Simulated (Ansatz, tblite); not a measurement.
Forces on the cluster Be₅ at its PBE/def2-TZVP geometry. Charge 0, multiplicity 1.

The xTB rows come from tblite. HSE06 is defined as in plane-wave codes, on full-range PBE exchange. The structure comes from a short search, and lower isomers may exist.

GFN1-xTB (tblite), largest force 0.74 eV/Å:

```xyz
5
positions Å, forces eV/Å
Be   -0.377    1.006    0.440   -0.239    0.643    0.279
Be    0.686   -0.004   -0.936    0.434   -0.003   -0.592
Be    1.383    0.075    1.013   -0.506   -0.028   -0.371
Be   -1.383   -0.075   -1.013    0.506    0.027    0.370
Be   -0.310   -1.002    0.497   -0.195   -0.638    0.314
```

GFN2-xTB (tblite), largest force 1.77 eV/Å:

```
Be -0.303 0.810 0.353
Be 0.549 -0.004 -0.750
Be 1.425 0.077 1.043
Be -1.424 -0.078 -1.044
Be -0.248 -0.805 0.398
```

HSE06/def2-TZVP (Ansatz), largest force 0.05 eV/Å:

```
Be 0.011 -0.022 -0.013
Be -0.022 0.000 0.029
Be -0.041 -0.004 -0.030
Be 0.041 0.001 0.030
Be 0.010 0.024 -0.016
```
